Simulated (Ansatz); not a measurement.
Consider the atomization: `CB(N)Cl` → B• + C• + Cl• + 5 H• + N•.

Program: Ansatz. Geometries: PBE0-D4/def2-TZVP. ΔE: electronic, gas phase. CBS: def2 TZ/QZ extrapolation, frozen cores. DFT in def2-TZVPP. B3LYP here is the variant with VWN-RPA as its local correlation; programs differ in this. HSE06 is defined as in plane-wave codes. No spin–orbit coupling; open shells (•) take unrestricted orbitals. Spin–orbit coupling would lower the free atoms: a little for B, C, Cl. One conformer a species, not always the lowest.

| level | ΔE (kJ/mol) | difference from CCSD(T)/CBS |
| --- | --- | --- |
| LDA (SPW92) | 3916.9 | 485.3 |
| revPBE-D4 | 3434.8 | 3.2 |
| r2SCAN-D4 | 3457.8 | 26.2 |
| B97M-V | 3465.9 | 34.3 |
| PBE0-D4 | 3466.8 | 35.2 |
| B3LYP-D4 | 3454.5 | 22.9 |
| r2SCANh-D4 | 3440.6 | 9.0 |
| r2SCAN0-D4 | 3416.1 | -15.5 |
| HSE06-D4 | 3469.3 | 37.7 |
| CAM-B3LYP-D4 | 3467.4 | 35.8 |
| B2PLYP | 3417.3 | -14.3 |
| PBE-QIDH | 3435.1 | 3.5 |
| revPBE | 3384.7 | -46.9 |
| BLYP | 3409.4 | -22.2 |
| r2SCANh | 3436.8 | 5.2 |
| HSE06 | 3457.5 | 25.9 |
| CAM-B3LYP | 3454.6 | 23.0 |
| LC-ωPBE | 3441.4 | 9.8 |
| HF/def2-SVP | 2608.8 | -822.8 |
| MP2/def2-SVP | 3312.1 | -119.5 |
| CCSD/def2-TZVPP | 3301.8 | -129.8 |
| CCSD(T)/def2-TZVPP | 3347.9 | -83.7 |
| MP2/def2-QZVPP | 3456.1 | 24.5 |
| SCS-MP2/def2-QZVPP | 3447.7 | 16.1 |
| CCSD/def2-QZVPP | 3347.4 | -84.2 |
| CCSD(T)/def2-QZVPP | 3397.1 | -34.5 |
| HF/CBS(def2) | 2576.1 | -855.5 |
| HF/cc-pV(D+d)Z | 2525.1 | -906.5 |
| MP2/cc-pV(D+d)Z | 3221.9 | -209.7 |
| CCSD(T)/cc-pV(D+d)Z | 3167.7 | -263.9 |
| MP2/cc-pV(T+d)Z | 3400.0 | -31.6 |
| CCSD/cc-pV(T+d)Z | 3296.5 | -135.1 |
| CCSD(T)/cc-pV(T+d)Z | 3342.9 | -88.7 |
| HF/cc-pV(Q+d)Z | 2575.3 | -856.3 |
| MP2/cc-pV(Q+d)Z | 3454.9 | 23.3 |
| CCSD/cc-pV(Q+d)Z | 3346.6 | -85.0 |
| HF/CBS(cc) | 2576.7 | -854.9 |
| MP2/CBS(cc) | 3491.6 | 60.0 |
| CCSD/CBS(cc) | 3379.9 | -51.7 |
| CCSD(T)/CBS(cc) | 3432.0 | 0.4 |
| CCSD(T)/CBS | 3431.6 | 0 |

Largest T1 diagnostic among the species: 0.014.

From BLYP to BHLYP (50 % exact exchange), in def2-TZVPP and without D4, ΔE moves by −58.5 kJ/mol: exact exchange takes away binding that semilocal exchange gives to molecules. At CCSD(T), def2-SVP lies −162.0 kJ/mol from the extrapolated value and def2-TZVPP −83.7 kJ/mol: correlation converges slowly with the basis, and small sets miss more of it in the bonded molecule than in its fragments. In def2-TZVPP, CCSD(T) changes the Hartree–Fock value by +775.8 kJ/mol (the triples alone add +46.2 kJ/mol) and MP2 by +833.8 kJ/mol; breaking electron pairs costs correlation energy, which Hartree–Fock lacks.

CCSD(T)/CBS has its own doubt, a few kJ/mol and more with outer-core shells, so smaller differences from it don't rank the levels.
